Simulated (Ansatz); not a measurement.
Nudged elastic band run: CH5FS2Si

input.yaml

```yaml
crystal:
  periodic: [false, false, false]
  atoms:
    - { symbol: C, position_ang: [-1.297575, -0.060393, 1.251848] }
    - { symbol: S, position_ang: [0.157545, 1.066683, 1.201986] }
    - { symbol: Si, position_ang: [1.239372, 0.328944, -0.474852] }
    - { symbol: F, position_ang: [1.849054, -1.183982, -0.271497] }
    - { symbol: S, position_ang: [-0.071168, 0.21012, -2.182989] }
    - { symbol: H, position_ang: [-2.057664, 0.440074, 1.880403] }
    - { symbol: H, position_ang: [-1.706605, -0.222347, 0.236084] }
    - { symbol: H, position_ang: [-1.022502, -1.029404, 1.709168] }
    - { symbol: H, position_ang: [2.400614, 1.257159, -0.63596] }
    - { symbol: H, position_ang: [0.59213, -0.858154, -2.71109] }
basis:
  gaussian: { orbitals: def2-SVP }
hamiltonian:
  xc: pbe
neb:
  order_check: false
  images: 7
  f_tol: 0.2
  max_iterations: 60
  final_atoms:
    - { symbol: C, position_ang: [-0.92625415, 0.0868728, 1.00340364] }
    - { symbol: S, position_ang: [0.64481936, 0.99012996, 1.21861236] }
    - { symbol: Si, position_ang: [2.03730464, -0.26581483, -0.84208837] }
    - { symbol: F, position_ang: [1.40711722, -1.69796824, -0.23775082] }
    - { symbol: S, position_ang: [0.47608326, 0.10143109, -2.40881842] }
    - { symbol: H, position_ang: [-1.72105688, 0.53009572, 1.63116692] }
    - { symbol: H, position_ang: [-1.21074563, 0.08969282, -0.06684887] }
    - { symbol: H, position_ang: [-0.72028149, -0.95159179, 1.32178235] }
    - { symbol: H, position_ang: [0.3246264, 2.0890841, 0.47508069] }
    - { symbol: H, position_ang: [-0.22841173, -1.02323162, -2.09143848] }
  initial_path:
    images:
      - { positions_ang: [[-1.297575, -0.060393, 1.251848], [0.157545, 1.066683, 1.201986], [1.239372, 0.328944, -0.474852], [1.849054, -1.183982, -0.271497], [-0.071168, 0.21012, -2.182989], [-2.057664, 0.440074, 1.880403], [-1.706605, -0.222347, 0.236084], [-1.022502, -1.029404, 1.709168], [2.400614, 1.257159, -0.63596], [0.59213, -0.858154, -2.71109]] }
      - { positions_ang: [[-1.25368363, -0.04593656, 1.26036468], [0.16977429, 1.08451688, 1.11825744], [1.23334314, 0.26312301, -0.52348701], [1.76863286, -1.24985577, -0.24748759], [-0.03892235, 0.16547671, -2.24866895], [-1.98229654, 0.45893635, 1.9287785], [-1.72783109, -0.19201936, 0.28024987], [-0.95755294, -0.99969423, 1.68602797], [2.21443306, 1.30690632, -0.44620472], [0.6573042, -0.84275335, -2.80472919]] }
      - { positions_ang: [[-1.20979226, -0.03148013, 1.26888137], [0.18200358, 1.10235076, 1.03452888], [1.22731429, 0.19730203, -0.57212202], [1.68821173, -1.31572954, -0.22347818], [-0.0066767, 0.12083342, -2.31434891], [-1.90692907, 0.47779871, 1.97715401], [-1.74905719, -0.16169172, 0.32441573], [-0.89260388, -0.96998447, 1.66288793], [2.02825211, 1.35665364, -0.25644945], [0.72247839, -0.82735271, -2.89836837]] }
      - { positions_ang: [[-1.16590089, -0.01702369, 1.27739805], [0.19423287, 1.12018464, 0.95080031], [1.22128543, 0.13148104, -0.62075702], [1.60779059, -1.38160331, -0.19946876], [0.02556895, 0.07619014, -2.38002886], [-1.83156161, 0.49666106, 2.02552951], [-1.77028328, -0.13136407, 0.3685816], [-0.82765482, -0.9402747, 1.6397479], [1.84207117, 1.40640097, -0.06669417], [0.78765259, -0.81195206, -2.99200756]] }
      - { positions_ang: [[-1.12200953, -0.00256725, 1.28591473], [0.20646215, 1.13801851, 0.86707175], [1.21525658, 0.06566006, -0.66939203], [1.52736946, -1.44747708, -0.17545935], [0.05781461, 0.03154685, -2.44570881], [-1.75619415, 0.51552342, 2.07390502], [-1.79150937, -0.10103643, 0.41274746], [-0.76270576, -0.91056494, 1.61660787], [1.65589022, 1.45614829, 0.1230611], [0.85282679, -0.79655141, -3.08564674]] }
      - { positions_ang: [[-1.07307068, 0.01979276, 1.21528696], [0.31605146, 1.10104638, 0.9549569], [1.42076859, -0.01720867, -0.71256612], [1.4973064, -1.51009987, -0.19103222], [0.16238177, 0.04901791, -2.43648621], [-1.74740983, 0.51916649, 1.96322049], [-1.64631844, -0.05335412, 0.29284838], [-0.75209969, -0.92082165, 1.54290149], [1.32307427, 1.61438224, 0.211066], [0.58251716, -0.85322147, -2.83709468]] }
      - { positions_ang: [[-1.02413184, 0.04215277, 1.14465918], [0.42564076, 1.06407424, 1.04284206], [1.62628061, -0.10007739, -0.7557402], [1.46724334, -1.57272266, -0.20660509], [0.26694893, 0.06648897, -2.42726362], [-1.73862551, 0.52280957, 1.85253597], [-1.5011275, -0.00567181, 0.1729493], [-0.74149363, -0.93107836, 1.46919511], [0.99025831, 1.77261619, 0.2990709], [0.31220753, -0.90989152, -2.58854261]] }
      - { positions_ang: [[-0.97519299, 0.06451279, 1.07403141], [0.53523006, 1.0271021, 1.13072721], [1.83179262, -0.18294611, -0.79891428], [1.43718028, -1.63534545, -0.22217795], [0.3715161, 0.08396003, -2.41804102], [-1.7298412, 0.52645265, 1.74185145], [-1.35593656, 0.04201051, 0.05305021], [-0.73088756, -0.94133508, 1.39548873], [0.65744236, 1.93085014, 0.38707579], [0.0418979, -0.96656157, -2.33999055]] }
      - { positions_ang: [[-0.92625415, 0.0868728, 1.00340364], [0.64481936, 0.99012996, 1.21861236], [2.03730464, -0.26581483, -0.84208837], [1.40711722, -1.69796824, -0.23775082], [0.47608326, 0.10143109, -2.40881842], [-1.72105688, 0.53009572, 1.63116692], [-1.21074563, 0.08969282, -0.06684887], [-0.72028149, -0.95159179, 1.32178235], [0.3246264, 2.0890841, 0.47508069], [-0.22841173, -1.02323162, -2.09143848]] }
```

Launched with:

```bash
$ ansatz run input.yaml --threads 2 --pin off --max-ram 3072MiB --backend cpu --events-out ev --progress --plain --runs-dir out
```

Output, in part (warnings, iteration lines, the closing report on the highest movable image, with atoms numbered from 0):

```
NEB end point (image 0): max|allowed force component| = 5.242e-3 eV/Å (the criterion of neb.relax_end_points is 4.000e-2)
NEB end point (image 8): max|allowed force component| = 1.660e-2 eV/Å (the criterion of neb.relax_end_points is 4.000e-2)
NEB iter   1: max|band force component| = 2.589e1 eV/Å  barrier→ = 7.8519 eV  barrier← = 6.3531 eV  Δτ_max = 0.2000 Å  (274 SCF iters)
NEB iter   2: max|band force component| = 7.209e0 eV/Å  barrier→ = 3.6995 eV  barrier← = 2.2007 eV  Δτ_max = 0.2000 Å  (227 SCF iters)
NEB iter   3: max|band force component| = 2.636e0 eV/Å  barrier→ = 2.9346 eV  barrier← = 1.4358 eV  Δτ_max = 0.2000 Å  (228 SCF iters)
NEB iter   4: max|band force component| = 9.983e-1 eV/Å  barrier→ = 2.7376 eV  barrier← = 1.2388 eV  Δτ_max = 0.2000 Å  (220 SCF iters)
NEB iter   5: max|band force component| = 8.816e-1 eV/Å  barrier→ = 2.5322 eV  barrier← = 1.0334 eV  Δτ_max = 0.2000 Å  (234 SCF iters)
NEB iter   6: max|band force component| = 8.449e0 eV/Å  barrier→ = 3.2559 eV  barrier← = 1.7571 eV  Δτ_max = 0.0999 Å  (229 SCF iters)
NEB iter   7: max|band force component| = 1.661e0 eV/Å  barrier→ = 2.3612 eV  barrier← = 0.8624 eV  Δτ_max = 0.1985 Å  (205 SCF iters)
NEB iter   8: max|band force component| = 7.298e-1 eV/Å  barrier→ = 2.4075 eV  barrier← = 0.9086 eV  Δτ_max = 0.1972 Å  (205 SCF iters)
NEB iter   9: max|band force component| = 9.287e-1 eV/Å  barrier→ = 2.3074 eV  barrier← = 0.8086 eV  CI = image 4  Δτ_max = 0.1903 Å  (206 SCF iters)
NEB iter  10: max|band force component| = 1.164e0 eV/Å  barrier→ = 2.4639 eV  barrier← = 0.9651 eV  CI = image 4  Δτ_max = 0.1003 Å  (210 SCF iters)
NEB iter  11: max|band force component| = 3.849e-1 eV/Å  barrier→ = 2.4054 eV  barrier← = 0.9066 eV  CI = image 4  Δτ_max = 0.1554 Å  (200 SCF iters)
NEB iter  12: max|band force component| = 3.309e-1 eV/Å  barrier→ = 2.3766 eV  barrier← = 0.8777 eV  CI = image 4  Δτ_max = 0.1077 Å  (204 SCF iters)
NEB iter  13: max|band force component| = 3.569e-1 eV/Å  barrier→ = 2.3585 eV  barrier← = 0.8597 eV  CI = image 4  Δτ_max = 0.0543 Å  (200 SCF iters)
NEB iter  14: max|band force component| = 2.585e-1 eV/Å  barrier→ = 2.3454 eV  barrier← = 0.8465 eV  CI = image 4  Δτ_max = 0.0543 Å  (203 SCF iters)
NEB iter  15: max|band force component| = 1.497e-1 eV/Å  barrier→ = 2.3342 eV  barrier← = 0.8353 eV  CI = image 4  Δτ_max = 0.0000 Å  (411 SCF iters)
Total energy: -33354.74952782 eV, -1225.7644364863 hartree
Atom 0 at    -1.224484     0.085877     1.095813 Å, force    -0.004236     0.109321    -0.003676 eV/Å
Atom 1 at     0.581318     0.191611     1.351610 Å, force    -0.031189    -0.081780     0.073105 eV/Å
Atom 2 at     1.620519     0.419977    -0.869718 Å, force    -0.096498     0.062198    -0.148251 eV/Å
Atom 3 at     2.631528    -0.884432    -0.851743 Å, force     0.005442     0.003082     0.038680 eV/Å
Atom 4 at    -0.012557    -0.058728    -2.238350 Å, force     0.060089    -0.003689     0.036544 eV/Å
Atom 5 at    -1.732294     0.811746     1.759825 Å, force     0.017964    -0.018393    -0.005108 eV/Å
Atom 6 at    -1.481613     0.286373     0.034157 Å, force     0.006300    -0.029921     0.016662 eV/Å
Atom 7 at    -1.544576    -0.940202     1.362488 Å, force     0.003679    -0.006302    -0.017435 eV/Å
Atom 8 at     1.214724     1.440239     0.365208 Å, force     0.029962    -0.019810     0.007844 eV/Å
Atom 9 at     0.030638    -1.403761    -2.006189 Å, force     0.008486    -0.014708     0.001635 eV/Å
Dipole moment:    -0.435991    -0.029503     0.135960 e Å
```

It converged. The threshold of 0.2 eV/Å is loose, so the images may lie well off the minimum-energy path. Neighbouring images differ by up to 1.8 eV, so the band resolves the path poorly. The order of the stationary point at the top wasn't checked. The orbitals stay closed-shell, which can raise the energy where a bond breaks towards radicals; this wasn't checked here.

Final band (atoms are numbered from 1 in the order of the input):

| image | path coordinate (Å) | energy (eV) | Si3–H9 (Å) | S2–H9 (Å) |
| --- | --- | --- | --- | --- |
| 0 | 0.00 | 0.00 | 1.50 | 2.91 |
| 1 | 0.94 | 0.03 | 1.49 | 2.91 |
| 2 | 1.89 | 0.09 | 1.49 | 2.99 |
| 3 | 2.83 | 0.51 | 1.47 | 2.61 |
| 4 | 3.76 | 2.33 | 1.65 | 1.71 |
| 5 | 4.56 | 1.65 | 2.54 | 1.37 |
| 6 | 5.37 | 1.51 | 3.07 | 1.36 |
| 7 | 6.18 | 1.51 | 3.14 | 1.36 |
| 8 | 6.98 | 1.50 | 3.20 | 1.36 |

Run time: 3.7 min on 2 threads of Arm Neoverse V1 (shared host), peak memory 0.16 GiB.
